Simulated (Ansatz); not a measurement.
**The atomisation energy (no zero-point term) down a group: C to Sn**

Gas-phase molecules, one atom swapped for its congeners: C2H3F3 `CC(F)(F)F`; SiH3(CF3); GeH3(CF3) (trifluoromethylgermane); SnH3(CF3). All are singlets with charge 0.

Shapes, held fixed at every level: PBE0-D4/def2-TZVP. Programs: Ansatz 0.2.0. Values in eV.

```tsv
level	C2H3F3	SiH3(CF3)	GeH3(CF3)	SnH3(CF3)
HF/def2-TZVPP	23.60	20.16	18.73	17.18
PBE-D4/def2-TZVPP	34.14	29.44	28.23	26.65
PBE0-D4/def2-TZVPP	33.15	28.54	27.30	25.69
r2SCAN0-D4/def2-TZVPP	32.39	28.02	26.78	25.11
B2PLYP/def2-TZVPP	32.64	28.28	27.00	25.35
CCSD(T)/def2-SVP	31.58	26.99	25.89	24.20
CCSD(T)/def2-TZVPP	32.15	27.85	26.79	25.18
```

At CCSD(T)/def2-TZVPP the atomisation energy falls at every step, from 32.15 to 25.18 eV. Every level shows the same order. For atoms past krypton def2 sets carry core potentials with scalar relativity. Relativity is left out for Ge. Outer-core shells of Ge, Sn are correlated in most correlated rows, in sets that cover them unevenly. Spin-orbit coupling, which grows down the group, is left out (summed over each molecule's free atoms 0.06, 0.07, 0.17, 0.36 eV). Coupled cluster in double- or triple-zeta sets underbinds by a few per cent against its basis-set limit.
